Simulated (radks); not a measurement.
Valence configurations of Zr II (all share [Kr]). Method: scalar-relativistic Kohn-Sham, r2SCAN, spin-unpolarised, spherical densities, finite nucleus; meta-GGA in the generalised Kohn-Sham scheme; Fermi nuclear charge, rms radius 4.2694 fm; computed with a radial shooting solver on a logarithmic mesh with Libxc functionals. Energies are relative to 4d2 5s1; eigenvalues in eV.

valence,E (eV),e(4d),e(5p),e(5s)
4d2 5s1,0.000,-9.815,-,-9.829
4d2 5p1,3.672,-10.765,-6.651,-
4d1.5 5s1.5,0.070,-10.838,-,-10.523
4d1 5s1 5p1,4.525,-12.868,-7.527,-11.636
4d3,0.291,-7.905,-,-
4d1.5 5s1 5p0.5,2.067,-11.328,-6.823,-10.750
4d1 5s2,0.342,-11.922,-,-11.135
4d0.5 5s1.5 5p1,5.261,-13.981,-7.919,-12.262
4d2 5s0.5 5p0.5,1.855,-10.301,-6.374,-10.030
4d1.5 5s0.5 5p1,4.009,-11.796,-7.099,-10.952

NIST lists [Kr] 4d2 5s1 as the ground configuration; this level of theory agrees among the configurations tried. The energies are those of spherical spin-averaged densities, not of single terms.
